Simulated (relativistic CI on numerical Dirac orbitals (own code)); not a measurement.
Hyperfine structure of Ca¹⁸⁺, mass number 41

Calculated at this level of theory: Dirac-Coulomb-Breit CI, orbitals from a KLI potential per configuration, a model potential for QED, unscaled Slater integrals (own radial code, finite nucleus).

CI space: 1s², 1s2s, 1s2p, 1s3s, 1s3p, 1s3d, 1s4s, 1s4p, 1s4d, 1s4f, 1s5s, 1s5p, 1s5d, 1s5f, 1s5g, 1s6s, 1s6p, 1s6d. Levels of other configurations are missing.

Nuclear spin I = 7/2, μ = -1.59443 μN, Q = -0.0665 b (tables of Stone and Pyykkö). The electronic factors are computed for point nuclear moments, without core polarisation or the Bohr-Weisskopf and QED corrections.

| Level | E (eV) | A (GHz) | B (GHz) |
| --- | --- | --- | --- |
| 1s2s ³S1 | 3859.88 | -531 | 8.48e-06 |
| 1s2p ³P°1 | 3882.07 | -354.5 | 0.893 |
| 1s2p ³P°2 | 3886.50 | -243 | -1.91 |
| 1s2p ¹P°1 | 3901.55 | 90.05 | -1.81 |
| 1s3s ³S1 | 4570.08 | -492.8 | 5.24e-06 |
| 1s3p ³P°1 | 4576.22 | -349.6 | 0.265 |
| 1s3p ³P°2 | 4577.53 | -239.9 | -0.572 |
| 1s3d ³D2 | 4580.73 | -232.2 | -0.0983 |

Levels with J = 0, under 50 % of one LS term, or S terms without an open s electron are left out. Small factors come from cancelling terms and can be off by tens of per cent or more.

At this charge energies of transitions that change n are usually good to better than 1 %, and those within a shell (Δn = 0) to a few per cent.

Task: Give the hyperfine levels of 1s2s ³S1 relative to its centre of gravity.

Result: With K = F(F + 1) − I(I + 1) − J(J + 1), E = AK/2 + B[¾K(K + 1) − I(I + 1)J(J + 1)]/[2I(2I − 1)J(2J − 1)]: F = 5/2: 2390, F = 7/2: 531, F = 9/2: -1859 GHz.

LS names give the leading component of a level, which can be under half, so a name can repeat, a term be missing and a line seem to break the LS rules.
